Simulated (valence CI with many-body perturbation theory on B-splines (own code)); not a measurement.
E1 line list for Ni15+

Computed by valence CI with perturbative core correlation (CI+MBPT): three valence electrons over a frozen Dirac-Fock core [Ne], radial functions for each j: 11 s, 11 p, 9 d, 7 f, 5 g, 2 h, 1 i, with the one-electron correlation potential Σ1 (screened to all orders), the two-electron term Σ2, the three-electron term Σ3, Breit, model QED; selected single and double excitations, second order for the rest (own B-spline code, finite nucleus).

No measured levels were compared; by estimate levels of excited configurations hold to 0.05 to 0.15 % of their energy, terms of the ground configuration to about 0.5 %.

Lines 101 to 150 of 266 in falling wavelength, among levels below 158.77 eV, chosen from the strongest by gf and those to the six lowest levels. Wavelengths and rates use the calculated energies, so an error of 300 cm⁻¹ moves a line at 250.4 Å by 0.075 % and its rate by three times that or more. Electric multipoles are in the length gauge, E1 and E2 with the static RPA response of the core. Weak lines are less certain than strong ones. Lines between different terms over intervals too small for the method are left out, as are lines whose strength nearly cancels. Where a level lies close to another of its J and parity, the split of strength between their lines is uncertain. The highest levels of a list are the least certain.

Names give the largest LS component (configuration and term), which can be under half, so a name can repeat, a term be missing and a line seem to break the LS rules; names also repeat where a configuration has a term twice. Letters in brackets count levels of one name in rising energy.

| λ vac (Å) | Upper | Lower | A (s⁻¹) | log gf | Branch % |
| --- | --- | --- | --- | --- | --- |
| 250.4 | 3p3 2P°_3/2 | 3s.3p2 2D_3/2 | 1.44e+09 | -1.27 | 7.3 |
| 249.1 | 3p2.3d 4D_3/2 | 3s.3p.3d 4F°_5/2 | 7.96e+09 | -0.53 | 30.3 |
| 248.7 | 3p2.3d 4D_5/2 | 3s.3p.3d 4F°_5/2 | 5.45e+09 | -0.52 | 22.1 |
| 248.0 | 3p2.3d 4P_1/2 | 3s.3p.3d 4D°_1/2 | 7.98e+09 | -0.83 | 10.0 |
| 247.9 | 3p3 2D°_3/2 | 3s.3p2 4P_1/2 | 7.53e+08 | -1.56 | 9.3 |
| 247.3 | 3p2.3d 2F_5/2 [b] | 3s.3p.3d 2F°_5/2 [a] | 1.16e+10 | -0.19 | 17.7 |
| 247.0 | 3p2.3d 4D_7/2 | 3s.3p.3d 4F°_7/2 | 3.52e+09 | -0.59 | 15.1 |
| 245.5 | 3p3 4S°_3/2 | 3s.3p2 4P_3/2 | 1.35e+10 | -0.31 | 35.0 |
| 245.5 | 3p2.3d 4D_3/2 | 3s.3p.3d 4F°_3/2 | 3.82e+09 | -0.86 | 14.6 |
| 245.4 | 3p2.3d 4P_3/2 | 3s.3p.3d 4D°_3/2 | 3.44e+09 | -0.91 | 5.0 |
| 245.2 | 3p2.3d 2D_3/2 [b] | 3s.3p.3d 2D°_5/2 [a] | 4.26e+09 | -0.81 | 13.0 |
| 243.6 | 3p2.3d 4P_5/2 [b] | 3s.3p.3d 4P°_5/2 | 1.73e+09 | -1.04 | 2.7 |
| 243.2 | 3p2.3d 2G_9/2 | 3s.3p.3d 4F°_9/2 | 1.83e+09 | -0.79 | 21.0 |
| 239.8 | 3s.3p.3d 2D°_3/2 [b] | 3s2.3d 2D_5/2 | 1.76e+10 | -0.22 | 22.2 |
| 239.4 | 3s.3p2 2S_1/2 | 3s2.3p 2P°_1/2 | 2.56e+10 | -0.36 | 98.7 |
| 238.9 | 3s.3p.3d 2P°_1/2 [b] | 3s2.3d 2D_3/2 | 3.28e+10 | -0.25 | 43.7 |
| 238.5 | 3p3 4S°_3/2 | 3s.3p2 4P_1/2 | 7.12e+09 | -0.61 | 18.4 |
| 237.9 | 3s.3p.3d 2D°_3/2 [b] | 3s2.3d 2D_3/2 | 7.26e+09 | -0.61 | 9.1 |
| 237.7 | 3s.3p2 2P_1/2 | 3s2.3p 2P°_3/2 | 2.63e+10 | -0.35 | 69.6 |
| 237.5 | 3s.3p.3d 2P°_3/2 [b] | 3s2.3d 2D_5/2 | 1.54e+10 | -0.28 | 19.6 |
| 237.3 | 3s.3p.3d 2D°_5/2 [b] | 3s2.3d 2D_5/2 | 2.33e+10 | 0.07 | 26.0 |
| 235.6 | 3s.3p.3d 2P°_3/2 [b] | 3s2.3d 2D_3/2 | 1.82e+10 | -0.22 | 23.2 |
| 235.4 | 3p2.3d 2P_3/2 [b] | 3s.3p.3d 2D°_3/2 [a] | 5.44e+09 | -0.74 | 13.0 |
| 232.3 | 3s.3p2 2P_3/2 | 3s2.3p 2P°_3/2 | 3.92e+10 | 0.10 | 80.7 |
| 231.5 | 3p2.3d 2F_5/2 [b] | 3s.3p.3d 2D°_3/2 [a] | 8.56e+09 | -0.38 | 13.0 |
| 229.4 | 3p2.3d 2D_5/2 | 3s.3p.3d 2D°_5/2 [a] | 3.98e+09 | -0.73 | 10.7 |
| 228.8 | 3p2.3d 2D_5/2 | 3s.3p.3d 2D°_3/2 [a] | 4.10e+09 | -0.71 | 11.1 |
| 228.3 | 3p2.3d 2F_5/2 [a] | 3p3 2D°_3/2 | 2.21e+09 | -0.99 | 30.1 |
| 227.2 | 3p2.3d 2F_7/2 [a] | 3p3 2D°_5/2 | 3.81e+09 | -0.63 | 41.0 |
| 226.8 | 3p2.3d 2F_7/2 [b] | 3s.3p.3d 2D°_5/2 [a] | 1.37e+10 | -0.07 | 18.3 |
| 226.7 | 3s.3p.3d 4P°_5/2 | 3s.3p2 2D_3/2 | 7.73e+07 | -2.45 | 0.2 |
| 225.2 | 3s.3p.3d 4D°_3/2 | 3s.3p2 2D_3/2 | 8.63e+08 | -1.58 | 2.1 |
| 223.0 | 3s.3p2 2P_1/2 | 3s2.3p 2P°_1/2 | 1.15e+10 | -0.77 | 30.4 |
| 222.7 | 3s.3p.3d 4F°_3/2 | 3s.3p2 4P_5/2 | 1.92e+06 | -4.24 | 0.3 |
| 221.1 | 3p2.3d 4P_5/2 [b] | 3p3 2P°_3/2 | 7.37e+09 | -0.49 | 11.7 |
| 219.8 | 3s.3p.3d 4F°_5/2 | 3s.3p2 4P_5/2 | 1.80e+08 | -2.11 | 27.7 |
| 219.5 | 3p2.3d 2P_3/2 [a] | 3p3 2D°_5/2 | 1.36e+10 | -0.40 | 50.3 |
| 218.2 | 3s.3p2 2P_3/2 | 3s2.3p 2P°_1/2 | 9.41e+09 | -0.57 | 19.3 |
| 217.8 | 3p2.3d 4P_3/2 | 3p3 2P°_1/2 | 3.25e+09 | -1.03 | 4.7 |
| 216.9 | 3s.3p.3d 4D°_5/2 | 3s.3p2 2D_3/2 | 2.32e+08 | -2.01 | 0.5 |
| 216.8 | 3s.3p.3d 4P°_1/2 | 3s.3p2 2D_3/2 | 7.58e+07 | -2.97 | 0.2 |
| 216.7 | 3p3 2P°_3/2 | 3s.3p2 4P_5/2 | 2.93e+08 | -2.08 | 1.5 |
| 216.7 | 3s.3p.3d 4P°_3/2 | 3s.3p2 2D_3/2 | 2.10e+08 | -2.23 | 0.6 |
| 216.6 | 3s.3p.3d 2P°_3/2 [a] | 3s.3p2 2P_3/2 | 1.03e+10 | -0.54 | 16.9 |
| 216.2 | 3s.3p.3d 4F°_3/2 | 3s.3p2 4P_3/2 | 1.99e+08 | -2.25 | 29.0 |
| 216.0 | 3p2.3d 2P_3/2 [a] | 3p3 2D°_3/2 | 3.59e+09 | -1.00 | 13.2 |
| 215.6 | 3s.3p.3d 4F°_7/2 | 3s.3p2 4P_5/2 | 5.90e+08 | -1.48 | 97.5 |
| 213.5 | 3p3 2P°_1/2 | 3s.3p2 4P_3/2 | 4.67e+07 | -3.19 | 0.2 |
| 213.4 | 3s.3p.3d 4F°_5/2 | 3s.3p2 4P_3/2 | 3.03e+08 | -1.91 | 46.7 |
| 212.2 | 3p2.3d 4D_3/2 | 3p3 2D°_5/2 | 3.31e+09 | -1.05 | 12.6 |
